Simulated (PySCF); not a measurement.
**Electron correlation in Ru⁺ (ruthenium, charge +1)**

[Kr] 4d7, high-spin 4F determinant. Calculation: PySCF 2.14, in def2-TZVPPD with the def2 core potential (28 electrons) (6s4p3d2f1g, 56 functions); scalar relativity through the core potential. Frozen: 4s2 4p6; 7 electrons correlated.

| level | correlation energy (mhartree) |
| --- | --- |
| CCSD | -157.37 |
| (T) | -4.64 |
| CCSD(T) | -162.01 |

Diagnostics: T1 = 0.0024, D1 = 0.0035, largest double amplitude 0.028.

Cost of the coupled-cluster step: about 4 core-seconds, for 7 correlated electrons.

Iterations:

```
CC2 = 0
CCSD nocc = (np.int64(5), np.int64(2)), nmo = (52, 52)
frozen orbitals [[0, 1, 2, 3], [0, 1, 2, 3]]
max_cycle = 100
direct = 0
conv_tol = 1e-08
conv_tol_normt = 1e-06
diis_space = 8
diis_start_cycle = 0
Init t2, MP2 energy = -0.153503608800391
Init E_corr(UCCSD) = -0.153503608801217
cycle = 1  E_corr(UCCSD) = -0.156180872071296  dE = -0.00267726327  norm(t1,t2) = 0.0185394
cycle = 2  E_corr(UCCSD) = -0.15676535201929  dE = -0.000584479948  norm(t1,t2) = 0.00958037
cycle = 3  E_corr(UCCSD) = -0.157291989648724  dE = -0.000526637629  norm(t1,t2) = 0.00644359
cycle = 4  E_corr(UCCSD) = -0.157341491734408  dE = -4.95020857e-05  norm(t1,t2) = 0.00268588
cycle = 5  E_corr(UCCSD) = -0.157354108074793  dE = -1.26163404e-05  norm(t1,t2) = 0.00119314
cycle = 6  E_corr(UCCSD) = -0.157371122826693  dE = -1.70147519e-05  norm(t1,t2) = 0.000465336
cycle = 7  E_corr(UCCSD) = -0.157369024713521  dE = 2.09811317e-06  norm(t1,t2) = 8.80645e-05
cycle = 8  E_corr(UCCSD) = -0.157368549209638  dE = 4.75503882e-07  norm(t1,t2) = 2.77031e-05
cycle = 9  E_corr(UCCSD) = -0.157368718366063  dE = -1.69156424e-07  norm(t1,t2) = 8.14999e-06
cycle = 10  E_corr(UCCSD) = -0.157368698292347  dE = 2.00737151e-08  norm(t1,t2) = 1.74107e-06
cycle = 11  E_corr(UCCSD) = -0.15736868165857  dE = 1.66337777e-08  norm(t1,t2) = 6.25754e-07
cycle = 12  E_corr(UCCSD) = -0.157368682371845  dE = -7.13274856e-10  norm(t1,t2) = 8.76263e-08
UCCSD converged
E(UCCSD) = -94.04922712964415  E_corr = -0.1573686823718446
UCCSD(T) correction = -0.00463559233382748
```
